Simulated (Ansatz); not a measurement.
Program: Ansatz. Geometries: PBE0-D4/def2-TZVP. ΔE: electronic, gas phase. CBS: MP2 limit from def2 TZ/QZ plus the TZ coupled-cluster correction, frozen cores. This one scheme is used for every species. Functionals use def2-TZVPP. B3LYP here is the variant with VWN-RPA as its local correlation; programs differ in this. One conformer a species, not always the lowest.

Consider the formal hydrolysis of the Si–C bond: `C=C[Si](F)(F)[SiH3]` + H₂O → `O[Si](F)(F)[SiH3]` + `C=C`.

Is it downhill or uphill in electronic energy at CCSD(T)/CBS, and by how much? (An estimate is asked.)

Ansatz gave: Downhill: ΔE = -26.4 kcal/mol.

What do these levels give: PBE-D4, r2SCAN-D4, PBE0-D4, B3LYP-D4, ωB97X-V, ωB97M-V, PBE, PBE0, B3LYP, HF/def2-TZVPP, SCS-MP2/def2-TZVPP, MP2/CBS(def2)? (Estimate.)

Computed: PBE-D4 -24.1, r2SCAN-D4 -26.9, PBE0-D4 -25.1, B3LYP-D4 -26.8, ωB97X-V -27.0, ωB97M-V -27.1, PBE -25.1, PBE0 -26.0, B3LYP -28.4, HF/def2-TZVPP -31.4, SCS-MP2/def2-TZVPP -27.6, MP2/CBS(def2) -26.3 kcal/mol.

Largest T1 diagnostic among the species: 0.013.

In def2-TZVPP, CCSD(T) changes the Hartree–Fock value by +4.6 kcal/mol (the triples alone add +0.7 kcal/mol) and MP2 by +4.6 kcal/mol. From PBE to PBE0 (25 % exact exchange), in def2-TZVPP and without D4, ΔE moves by −0.9 kcal/mol.
